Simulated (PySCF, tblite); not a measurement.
Isomers of C6H9FNO (doublet state). All values are computed: GFN2-xTB (tblite) harmonic vibrations without scaling, gas phase. Errors from tens to a few hundred cm⁻¹ against measured bands are possible. One conformer each. Open shells enter through the occupations alone, without spin polarisation, and single modes of such species can be off by tens of per cent.

Electronic energies: B3LYP/pcH-1 single points on the GFN2-xTB geometries (PySCF, gas phase).

```tsv
SMILES	electronic energy, lowest = 0 (kJ/mol)
CC[C@@H]1[N]OC=C1CF	0.1
CC[C]1NOC=C1CF	0.0
[H]/N=C(\[C]=C\OC)CCF	12.6
```

Q: How do GFN2-xTB zero-point energies change the relative energies?

A: 
```csv
SMILES,ZPE (kJ/mol),of it from modes above 1550 cm⁻¹,electronic (kJ/mol),"with ZPE, lowest = 0 (kJ/mol)",lowest mode (cm⁻¹),rings
CC[C]1NOC=C1CF,369.5,173.0,0.0,0.0,18,1
CC[C@@H]1[N]OC=C1CF,370.8,170.5,0.1,1.4,43,1
[H]/N=C(\[C]=C\OC)CCF,361.1,173.3,12.6,4.1,17,0
```

The zero-point energies span 9.7 kJ/mol, from `[H]/N=C(\[C]=C\OC)CCF` to `CC[C@@H]1[N]OC=C1CF`. The order is unchanged.

Q: And how do the electronic energies of GFN2-xTB itself compare?

A: `CC[C]1NOC=C1CF` 0.0; `CC[C@@H]1[N]OC=C1CF` 8.7; `[H]/N=C(\[C]=C\OC)CCF` 96.7 kJ/mol, lowest = 0. Against the energies above, taken from the same isomer `CC[C]1NOC=C1CF`, the largest difference is 84.1 kJ/mol.
